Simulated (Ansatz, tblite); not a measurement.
Isomers of Al₃P₂⁺ (singlet), found by a short tight-binding search and relaxed with PBE-D4/def2-SVP in Ansatz.

The xTB rows come from tblite.

Run but left out: HF/def2-TZVPP, MP2/def2-TZVPP, CCSD/def2-TZVPP, CCSD(T)/def2-TZVPP (flagged by the program: other roots).

A: The restricted singlet is unstable towards broken spin symmetry in Hartree–Fock (as tested in another run); at PBE-D4/def2-TZVP, BLYP-D4/def2-TZVP, r2SCAN-D4/def2-TZVP, B97M-V/def2-TZVP and others this wasn't settled. C: The restricted singlet is unstable towards broken spin symmetry in Hartree–Fock (as tested in another run); at PBE-D4/def2-TZVP, BLYP-D4/def2-TZVP, r2SCAN-D4/def2-TZVP, B97M-V/def2-TZVP and others this wasn't settled.

Other spin states were run for one of them alone.

A:

```xyz
5

Al   -0.194    0.339    0.419
Al   -0.148   -2.996    0.688
Al    0.972    1.555   -2.470
P     0.116    2.310   -0.540
P    -0.747   -1.209    1.902
```

B:

```csv
atom,x (Å),y (Å),z (Å)
Al1,2.045,-1.296,0.923
Al2,-0.807,0.842,-2.582
Al3,-0.145,-0.006,2.035
P4,-0.975,1.149,0.090
P5,-0.118,-0.689,-0.465
```

C:

```xyz
5

Al    1.3481   -1.4659   -0.1318
Al   -1.7090   -0.1596    1.5557
Al    0.1009    1.6011   -1.1874
P     0.8909    0.6310    0.7806
P    -0.6308   -0.6066   -1.0171
```

Task: Estimate their order by electronic energy at PBE0-D4/def2-TZVP, counted from the lowest.

Result: B (0.0) < C (8.7) < A (38.3), in kcal/mol.

Task: Do the other levels pick the same lowest one?

Result: Not GFN2-xTB. Energies above each level's lowest (kcal/mol):

```tsv
level	A	B	C
GFN1-xTB	51.0	0.0	35.9
GFN2-xTB	0.0	3.9	21.4
PBE-D4/def2-TZVP	31.2	0.0	6.4
BLYP-D4/def2-TZVP	27.3	0.0	7.2
r2SCAN-D4/def2-TZVP	27.1	0.0	6.1
B97M-V/def2-TZVP	27.8	0.0	7.7
PBE0-D4/def2-TZVP	38.3	0.0	8.7
```
Point groups (tolerance 0.1 Å): A C2v, B not assigned, C C2v. Lower isomers may exist.
